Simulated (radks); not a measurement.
The nuclear charge of neutral rhenium is varied continuously with 75 electrons held in [Xe] 4f14 5d5 6s2. Calculated with a radial shooting solver on a logarithmic mesh with Libxc functionals: scalar-relativistic Kohn-Sham, SCAN, spin-unpolarised, spherical densities, finite nucleus; meta-GGA in the generalised Kohn-Sham scheme; Fermi nuclear charge, rms radius 5.3698 fm. By the Hellmann-Feynman theorem dE/dZ = E(electron-nucleus)/Z, the electronic potential at the nucleus (averaged over a nucleus of fixed radius). The scalar-relativistic energy here is not variational (the density holds large components alone), so the two differ by a part that grows with Z.

Z     E (hartree)  E(electron-nucleus)/Z (hartree)  HOMO  e(HOMO) (eV)  <r> HOMO (bohr)
74.8  -16581.1232                         -548.595    5d        -3.541            2.000
74.9  -16636.4764                         -549.723    5d        -4.447            1.967
75    -16691.9445                         -550.851    5d        -5.386            1.936
75.1  -16747.5276                         -551.978    5d        -6.356            1.907
75.2  -16803.2255                         -553.106    5d        -7.355            1.880
75.3  -16859.0388                         -554.235    5d        -8.384            1.854
75.4  -16914.9671                         -555.363    5d        -9.439            1.830
75.5  -16971.0103                         -556.492    6s       -10.412            2.800
75.6  -17027.1690                         -557.621    6s       -11.255            2.767
75.7  -17083.4428                         -558.751    6s       -12.116            2.735
75.8  -17139.8319                         -559.881    6s       -12.994            2.705
75.9  -17196.3362                         -561.011    6s       -13.889            2.676
76    -17252.9560                         -562.142    6s       -14.800            2.647

The central difference of E at Z = 75 is -555.256 hartree, to compare with the third column; the second derivative is -11.5 hartree.
